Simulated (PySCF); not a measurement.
## Calculated data, AlBFHO

All values are calculated (PySCF 2.14.0). Calculation on a computer-drawn molecule: the log of a Hartree-Fock and frozen-core CCSD(T) single point meant for a local Hartree-Fock minimum, with one planted fault or none, to be diagnosed. Offsets are logged minus clean, where the clean run is the same molecule without the fault. The reference is restricted for singlets and unrestricted otherwise, and also for a bond in bohr or an excited solution. Adding or removing an electron swaps singlet and doublet. The excited solution moves the top pair (singlet) or top alpha electron (doublet) to the lowest empty orbital. Highest occupied and lowest empty are orbital energies over both spins, largest force is the largest gradient component, triples share is (T) over the correlation energy, the T1 limit is 0.02 restricted and 0.045 unrestricted, electrons count all cores, a negative frequency is imaginary (commonest isotopes), and the dipole is about the centre of nuclear charge.

```xyz
5
formula=AlBFHO meant_charge=0 meant_multiplicity=1 meant_basis=cc-pV(D+d)Z logged_electrons=37 logged_basis_functions=70 logged_SCF_converged=yes logged_spin_squared=0.7767 logged_highest_occupied=0.43793 logged_lowest_empty=6.4621 logged_largest_force=0.054178 logged_T1_diagnostic=0.020675 logged_D1_diagnostic=0.081418 logged_triples_share=0.023133 logged_CC_converged=yes logged_dipole_magnitude=6.8597 logged_SCF_stable_within_its_kind=yes logged_energy_HF=-441.62749 logged_energy_CCSD(T)=-442.16286 possible_faults=no_fault,one_electron_removed,one_electron_added,multiplicity_raised_by_two,geometry_at_a_saddle_point,SCF_held_on_an_excited_solution,minimal_basis_STO-3G,one_bond_length_entered_in_bohr,all_coordinates_scaled
F     -0.6358     0.8670     0.9327
B     -0.5270     0.1500    -0.1916
O     -1.5277    -0.6476    -0.5630
Al    -2.8932    -1.6253    -0.9126
H      0.4863     0.2656    -0.8184
```

Units: logged_highest_occupied, logged_lowest_empty in eV; logged_largest_force in hartree/bohr; logged_dipole_magnitude in debye; logged_energy_HF, logged_energy_CCSD(T) in hartree.

Drawn bonds:
| atom | other atom | order |
| --- | --- | --- |
| 1 | 2 | 1 |
| 2 | 3 | 1 |
| 3 | 4 | 1 |
| 2 | 5 | 1 |

Notes: highest electron not bound in this basis.

Questions
1. Which fault was planted in the run of AlBFHO?

Calculated values
1. one electron added

Further results for AlBFHO:

```
HF energy offset from clean run      : 19.81 kcal/mol
CCSD(T) energy offset from clean run : 14.61 kcal/mol
```
